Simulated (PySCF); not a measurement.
CH5FN2Si2.

```xyz
11

F     -2.0391     1.2193    -0.3141
Si    -1.0296    -0.0464    -0.6100
C     -0.5612    -0.9404     1.0258
N      0.6732    -0.8968     1.3970
Si     1.7357    -0.0196     0.2562
N      0.5884     0.4381    -1.0009
H     -1.7264    -0.8307    -1.6808
H     -1.2989    -1.4678     1.6789
H      2.3726     1.1388     0.9687
H      2.8125    -0.9411    -0.2403
H      0.8432     0.9048    -1.8734
```
Charge 0, spin multiplicity 1.

Coordinates come from a PBE-D3(BJ)/def2-SVP optimisation. The structure was generated by enumeration; whether it is a known compound was not checked.

All values below come from PBE/pcSseg-1 in PySCF. Non-relativistic, no solvent.

Computed absolute GIAO shielding of each atom: isotropic value and principal components (ppm):
```
atom  σ(iso)     σ11     σ22    σ33   span
----  ------  ------  ------  -----  -----
F1     306.7   232.7   319.5  368.0  135.3
Si2    365.1   313.4   357.7  424.2  110.8
C3     -26.7  -136.0   -60.2  116.0  252.0
N4    -219.0  -698.3  -222.9  264.3  962.7
Si5    347.9   292.7   345.4  405.6  112.9
N6     215.2   174.9   225.4  245.3   70.5
H7      25.6    21.7    24.0   31.0    9.3
H8      21.0    17.5    21.3   24.2    6.7
H9      25.3    22.0    23.7   30.2    8.2
H10     25.4    22.1    23.8   30.3    8.3
H11     29.4    23.2    26.0   39.0   15.8
```
